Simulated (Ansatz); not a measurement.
Relaxation of C$_{2}$H$_{6}$BNS (11 atoms, charge 0, multiplicity 1), to a largest force component of 0.015 eV/Å in at most 40 steps.

Theory: RKS PBE-D4/6-31G* (Ansatz 0.2.0).

```xyz
11
Properties=species:S:1:pos:R:3
B -0.325 1.942 1.360
S -1.393 0.402 1.467
C -0.211 -0.546 0.540
C -0.212 -0.682 -0.769
N 0.673 -1.464 -1.517
H 0.422 2.258 2.181
H -0.496 2.718 0.434
H 0.673 -1.000 1.088
H -1.103 -0.208 -1.253
H 0.571 -1.556 -2.509
H 1.466 -1.921 -1.002
```

Problem. Where does it end, and by what steps?

Solution. The run converged. After 13 steps the energy has fallen by 1.122 eV; H6 moved furthest, 0.89 Å. Joined: B1–C3.

| step | energy less start (eV) | largest force component (eV/Å) | accepted |
| --- | --- | --- | --- |
| 0 | 0.0000 | 3.184 | yes |
| 1 | -0.3593 | 1.010 | yes |
| 2 | -0.6531 | 0.619 | yes |
| 3 | -0.9314 | 0.619 | yes |
| 4 | -1.0298 | 0.853 | yes |
| 5 | -1.0270 | 1.164 | no |
| 6 | -1.0814 | 0.252 | yes |
| 7 | -1.0986 | 0.299 | yes |
| 8 | -1.1108 | 0.309 | yes |
| 9 | -1.1179 | 0.130 | yes |
| 10 | -1.1208 | 0.055 | yes |
| 11 | -1.1209 | 0.107 | yes |
| 12 | -1.1217 | 0.019 | yes |
| 13 | -1.1217 | 0.007 | yes |

```xyz
11
Properties=species:S:1:pos:R:3
B -0.202 1.388 0.924
S -1.640 0.395 1.656
C -0.250 -0.347 0.793
C -0.287 -0.502 -0.592
N 0.616 -1.186 -1.325
H 0.760 1.668 1.601
H -0.461 2.061 -0.048
H 0.529 -0.858 1.373
H -1.108 -0.044 -1.152
H 0.667 -1.054 -2.332
H 1.443 -1.578 -0.878
```

Whether the end is a true minimum wasn't checked by a vibrational analysis.

Time of the run: 28 s on 1 thread of Intel(R) Xeon(R) 6975P-C (Granite Rapids) (shared host), peak memory 0.21 GiB.
